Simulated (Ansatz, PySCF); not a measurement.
(1Z,3Z)-1,4-dichlorobuta-1,3-diene (C4H4Cl2), SMILES Cl/C=C\C=C/Cl. Atoms are numbered in the order given.

```xyz
10

Cl     0.2706     2.8650     0.0000
C     -0.9354     1.6122     0.0000
C     -0.6605     0.2963     0.0000
C      0.6605    -0.2963     0.0000
C      0.9354    -1.6122     0.0000
Cl    -0.2706    -2.8650     0.0000
H     -1.9552     1.9997     0.0000
H     -1.5173    -0.3831     0.0000
H      1.5173     0.3831     0.0000
H      1.9552    -1.9997     0.0000
```
Charge 0, spin multiplicity 1.

Geometry optimised at B3LYP-D3(BJ)/def2-SVP. Other conformers were not sampled.

Two levels are set side by side: PBE-D3(BJ)/def2-SVP (Ansatz, a first-principles code) and B3LYP-D3(BJ)/def2-SVP (Ansatz). Each level has its own optimised geometry; the coordinates shown are those of the second. Frequencies come from the Hessian of PySCF at each geometry. Differences are taken from unrounded values.

```csv
quantity,B3LYP-D3(BJ),PBE-D3(BJ),PBE-D3(BJ) minus B3LYP-D3(BJ)
mean bond length (Å),1.331,1.337,0.005
bond Cl1–C2 (Å),1.739,1.736,-0.003
bond C2–C3 (Å),1.344,1.356,0.012
bond C3–C4 (Å),1.448,1.444,-0.003
bond C4–C5 (Å),1.344,1.356,0.012
bond C5–Cl6 (Å),1.739,1.736,-0.003
bond C2–H7 (Å),1.091,1.099,0.009
bond C3–H8 (Å),1.093,1.102,0.009
bond C4–H9 (Å),1.093,1.102,0.009
bond C5–H10 (Å),1.091,1.099,0.009
highest harmonic wavenumber (cm⁻¹),3222,3152,-70
mean harmonic wavenumber (cm⁻¹),1239,1204,-35
zero-point energy (kcal/mol),42.50,41.30,-1.19
```

Exact exchange shortens and stiffens bonds; PBE has none. Differences between two approximate levels are no errors against the true value.
